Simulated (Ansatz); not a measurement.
Reactions of C2H5F2N (`FCNCF`).

Computed with Ansatz on PBE0-D4/def2-TZVP structures; ΔE is electronic, products minus reactants. CCSD(T)/CBS is the MP2 limit (def2-TZVPP, def2-QZVPP) plus CCSD(T) − MP2 in def2-TZVPP, frozen cores. This one scheme is used for every species. Functionals use def2-TZVPP. B3LYP here is the variant with VWN-RPA as its local correlation; programs differ in this. Elements past krypton have def2 core potentials. For Sn outer-core shells are correlated without core-valence functions, which leaves a few kJ/mol of doubt a bond. One conformer a species, not always the lowest.

| reaction | CCSD(T)/CBS(def2) (kcal/mol) |
| --- | --- |
| `FCNCF` + `OCS` → `FCOCS` + `NCF` | -0.3 |
| `FCNCF` + `N=CO` → `N=COCF` + `NCF` | 10.0 |
| `FCNCF` + `CBN` → `CBNCF` + `NCF` | 0.3 |
| `FCNCF` + SiH₄ → `FCNC[SiH3]` + H–F | -11.2 |
| `FCNCF` + `[SH][SnH3]` → `FC[S][SnH3]` + `NCF` | ? |

Question: Fill in the missing values. (Estimate.)

Answer: Ansatz gave: `FCNCF` + `[SH][SnH3]` → `FC[S][SnH3]` + `NCF`: +2.2 kcal/mol.

Largest T1 diagnostic: 0.014, for `N=CO`.
